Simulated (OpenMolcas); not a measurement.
A calculation on Sb II.

```
Program             : OpenMolcas
Method              : XMS-CASPT2, IPEA 0.25 Eh, imaginary shift 0.1 Eh (closed shells correlated: 4d 5s)
Basis               : ANO-RCC-VTZP [7s6p4d2f1g]
Scalar Hamiltonian  : DKH2, point nucleus
Active space        : 2 electrons in 3 orbitals (5p)
State averaging     : 2S+1 = 3 even, 3 roots; 2S+1 = 1 even, 6 roots
Spin-orbit coupling : state interaction with AMFI integrals over the reference wave functions, term energies averaged over their components
```

Task: Which level of the active space comes out lowest?

Result: 5s² 5p² ³P₀, with 96 % of that term; it is also the measured ground level.

Task: How high does 5s² 5p² ³P₁ lie?

Result: 2620 cm⁻¹ above the lowest level; measured 3055 cm⁻¹ above the ground level, so the calculation is off by -14 %.

Task: How high does 5s² 5p² ¹S₀ lie?

Result: 23590 cm⁻¹ above the lowest level; measured 23906 cm⁻¹ above the ground level, so the calculation is off by -1 %.

Task: How high does 5s² 5p² ³P₂ lie?

Result: 5060 cm⁻¹ above the lowest level; measured 5658 cm⁻¹ above the ground level, so the calculation is off by -11 %.

Measured values: NIST Handbook of Basic Atomic Spectroscopic Data.

CASPT2 breaks the degeneracy within a term, and the mean is taken; among the terms shown or strongly mixed into the levels shown the widest spread is 790 cm-1 (5s² 5p² ¹D). With the s shell closed, the reference lacks s² → p² mixing. Measured partners are found by configuration, term and J. A level has none where our copy of the source lacks it or the pairing is in doubt (some pairs that miss far off the trend of their configuration count as doubtful), and it then counts in no deviation. Only configurations of the active space appear.
